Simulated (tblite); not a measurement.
Species: C2H13O2PSi3.
SMILES with atom numbers: `[CH3:1][CH2:2][O:3][Si@@H:4]([O:5][SiH3:6])[PH:7][SiH3:8]` (hydrogens: H9, H10, H11 on C1; H12, H13 on C2; H14 on Si4; H15, H16, H17 on Si6; H18 on P7; H19, H20, H21 on Si8)

Computed with GFN2-xTB (tblite), gas phase: L-BFGS steps from a force-field or distance-geometry start until the largest atomic force falls under 0.01 eV/Å.

At the end of the run (lengths in Å): O3–Si4 1.612, O5–Si6 1.621, Si4–P7 2.237, P7–Si8 2.224, Si4–O5 1.612, P7–H18 1.383, C1–H9 1.086, Si4–O5–Si6 150.6°, C2–O3–Si4 127.7°, Si4–P7–Si8 100.6°, O3–Si4–P7 109.1°, C1–C2–O3–Si4 134°, C2–O3–Si4–O5 -160°, O3–Si4–O5–Si6 56°, H18–P7–Si4–O3 -62°, H14–Si4–O5–Si6 175°.

Problem. These geometries were met on the way; a selection of coordinates is given. Order them by energy above the end point, lowest first.
A. O3–Si4 1.634, O5–Si6 1.644, Si4–P7 2.240, P7–Si8 2.228, Si4–O5 1.618, P7–H18 1.369, C1–H9 1.088, Si4–O5–Si6 131.1°, C2–O3–Si4 115.2°, Si4–P7–Si8 114.6°, O3–Si4–P7 120.7°, C1–C2–O3–Si4 178°, C2–O3–Si4–O5 143°, O3–Si4–O5–Si6 6°, H18–P7–Si4–O3 6°, H14–Si4–O5–Si6 119°
B. O3–Si4 1.625, O5–Si6 1.631, Si4–P7 2.249, P7–Si8 2.237, Si4–O5 1.616, P7–H18 1.373, C1–H9 1.086, Si4–O5–Si6 137.6°, C2–O3–Si4 125.5°, Si4–P7–Si8 110.6°, O3–Si4–P7 112.9°, C1–C2–O3–Si4 -175°, C2–O3–Si4–O5 152°, O3–Si4–O5–Si6 -22°, H18–P7–Si4–O3 -19°, H14–Si4–O5–Si6 97°
C. O3–Si4 1.615, O5–Si6 1.607, Si4–P7 2.196, P7–Si8 2.222, Si4–O5 1.608, P7–H18 1.384, C1–H9 1.084, Si4–O5–Si6 128.0°, C2–O3–Si4 114.8°, Si4–P7–Si8 119.2°, O3–Si4–P7 114.3°, C1–C2–O3–Si4 180°, C2–O3–Si4–O5 142°, O3–Si4–O5–Si6 8°, H18–P7–Si4–O3 25°, H14–Si4–O5–Si6 122°
D. O3–Si4 1.628, O5–Si6 1.633, Si4–P7 2.232, P7–Si8 2.239, Si4–O5 1.616, P7–H18 1.391, C1–H9 1.090, Si4–O5–Si6 130.0°, C2–O3–Si4 121.9°, Si4–P7–Si8 110.8°, O3–Si4–P7 117.1°, C1–C2–O3–Si4 -179°, C2–O3–Si4–O5 146°, O3–Si4–O5–Si6 -4°, H18–P7–Si4–O3 -11°, H14–Si4–O5–Si6 111°
E. O3–Si4 1.720, O5–Si6 1.712, Si4–P7 2.151, P7–Si8 2.143, Si4–O5 1.685, P7–H18 1.426, C1–H9 1.129, Si4–O5–Si6 113.6°, C2–O3–Si4 107.7°, Si4–P7–Si8 119.6°, O3–Si4–P7 108.3°, C1–C2–O3–Si4 180°, C2–O3–Si4–O5 136°, O3–Si4–O5–Si6 8°, H18–P7–Si4–O3 41°, H14–Si4–O5–Si6 123°

Solution. B (0.219 eV), D (0.361 eV), A (0.595 eV), C (0.994 eV), E (1.795 eV).

```tsv
step	E above end (eV)	rms distance from the end, all atoms (Å)	largest force (eV/Å)	rms shift of all bonds from the end (Å)
19	0.219	0.690	0.224	0.007
13	0.361	0.729	0.582	0.008
8	0.595	0.764	0.557	0.012
4	0.994	0.792	0.916	0.017
0	1.795	0.827	2.317	0.049
```

Rows stand in the order of the answer.
